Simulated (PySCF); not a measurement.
Orbital picture of SbBr⁺

PBE0 at R = 2.407 Å; Sb cc-pVDZ-PP with ECP28, Br cc-pVDZ-PP with ECP10; scalar-relativistic core potentials (PySCF 2.14). State: ²Π (doublet), unpaired electrons π ↑. Only the outer orbitals are listed, counted within each symmetry, core potentials removing the inner ones.

| spin | orbital | occ. | ε (eV) | on Sb (%) | main shells (%) |
| --- | --- | --- | --- | --- | --- |
| α | 7σ | 1 | -28.90 | 9 | 89 Br s |
| α | 8σ | 1 | -22.15 | 82 | 82 Sb s, 9 Br p, 8 Br s |
| α | 9σ | 1 | -16.09 | 43 | 56 Br p, 31 Sb p, 10 Sb s |
| α | 5π | 1 | -15.34 | 23 | 77 Br p, 22 Sb p |
| α | 5π | 1 | -15.17 | 18 | 82 Br p, 16 Sb p |
| α | 6π | 1 | -12.50 | 78 | 78 Sb p, 21 Br p |
| α | 6π | 0 | -10.63 | 84 | 84 Sb p, 16 Br p |
| α | 10σ | 0 | -7.56 | 74 | 69 Sb p, 26 Br p |
| α | 11σ | 0 | -0.50 | 97 | 75 Sb s, 11 Sb p, 10 Sb d |
| β | 7σ | 1 | -28.80 | 8 | 90 Br s |
| β | 8σ | 1 | -21.32 | 80 | 79 Sb s, 13 Br p |
| β | 9σ | 1 | -15.85 | 44 | 55 Br p, 29 Sb p, 14 Sb s |
| β | 5π | 1 | -15.17 | 14 | 86 Br p, 12 Sb p |
| β | 5π | 1 | -14.83 | 10 | 89 Br p, 9 Sb p |
| β | 6π | 0 | -10.25 | 87 | 87 Sb p, 12 Br p |
| β | 6π | 0 | -9.36 | 90 | 90 Sb p, 9 Br p |
| β | 10σ | 0 | -7.26 | 76 | 71 Sb p, 24 Br p |

Task: Which are the highest filled and the lowest empty level, where do they sit, and how wide is the gap?

Result: Highest filled α 6π at -12.50 eV (in %: 78 Sb p, 21 Br p); lowest empty α 6π at -10.63 eV (in %: 84 Sb p, 16 Br p); the gap at PBE0 is 1.87 eV. Both belong to one degenerate shell, split only by its one-sided filling, so this is no excitation gap.

The bond order (Mayer) is 1.59, the ⟨S²⟩ is 0.756 and the charge on Sb (Mulliken, basis-dependent) is 0.91. The charge on Sb (Löwdin, basis-dependent) is 0.86. The dipole moment (positive dipole points towards Br; it is taken about the centre of mass and depends on that origin) is -2.87 D. The polarisability along the bond is 70.1 bohr³ and the polarisability across the bond is 26.4 bohr³.

Spin–orbit coupling is left out. The state was picked by a PBE0 search and need not be the measured ground state.
